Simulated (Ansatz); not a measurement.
Saddle point of CH4ClGa, closed shell (CH₄ClGa ([CH3][GaH][Cl]) → CH₃Ga ([CH3][Ga]) + HCl; bonds formed: Cl2–H3; bonds broken: Ga1–Cl2, Ga1–H3), PBE0-D4/def2-TZVP structure:

```xyz
7
angstrom
Ga -0.8484 -0.6908 -0.2128
Cl 1.0409 -1.7125 -1.7472
H -0.5210 -1.9208 -1.3060
C -0.0429 0.8635 0.6946
H -0.7517 1.3521 1.3645
H 0.2961 1.5785 -0.0594
H 0.8270 0.5300 1.2666
```

Energies are electronic, without zero-point energy. Barriers and step energies count from the start structure reached by relaxing down the imaginary mode; all methods use the PBE0-D4 structures, on which another method's saddle can fall below an end. Program: Ansatz 0.2.0. Basis: def2-TZVPP, with def2-QZVPP for the basis limit. Cores are frozen in the correlated methods. Filled d shells of the heavier atoms are correlated. The def2 sets are not built for correlating such inner shells, so the correlated values are less sure here. B3LYP uses VWN-RPA correlation. Extrapolation: Hartree–Fock as exp(−7.88 √X), correlation as X^−2.97.

| method | barrier (eV) | step energy (eV) |
| --- | --- | --- |
| SPW92 | 1.919 | 1.867 |
| PBE-D4 | 1.956 | 1.686 |
| BLYP-D4 | ? | 1.520 |
| r2SCAN-D4 | 2.232 | 1.997 |
| B97M-V | 2.359 | 1.982 |
| PBE0-D4 | ? | 1.860 |
| B3LYP-D4 | ? | 1.685 |
| r2SCAN0-D4 | 2.448 | 2.046 |
| BHLYP-D4 | 2.587 | 1.888 |
| CAM-B3LYP-D4 | 2.441 | 1.844 |
| wB97X-V | 2.612 | 2.004 |
| wB97M-V | 2.473 | 1.859 |
| B2PLYP | 2.368 | 1.831 |
| PBE-QIDH | 2.590 | 2.068 |
| RPA on PBE | 2.412 | 1.834 |
| HF | 3.148 | 2.036 |
| MP2 | 2.573 | 2.060 |
| CCSD | 2.665 | 1.942 |
| CCSD(T) | 2.536 | 1.938 |

Q: Fill in the withheld barriers. (Judge from chemistry; the value comes from the calculation.)

A: Computed: PBE0-D4 2.291; BLYP-D4 1.923; B3LYP-D4 2.200 eV. Each is the energy of the saddle less that of the start structure, by the same method.

For comparison, the barrier by CCSD(T) at an estimated basis limit (MP2 extrapolated from triple and quadruple zeta, plus CCSD(T) − MP2 in triple zeta) is 2.420 eV.

T1 diagnostic: at most 0.014. The restricted Hartree–Fock reference is unstable towards an unrestricted one at one or more of these structures.

Labels in which every atom is bracketed show which atoms are joined, not bond orders.

For scale, one of the runs: CCSD(T)/def2-TZVPP, 177 basis functions, launched by `ansatz run in.yaml --threads 2 --pin off --events-out ev --progress --plain --max-ram 4352MiB`. Hardware: 2 CPU threads, shared host. Wall time 24 s; peak host memory 1.6 GiB.
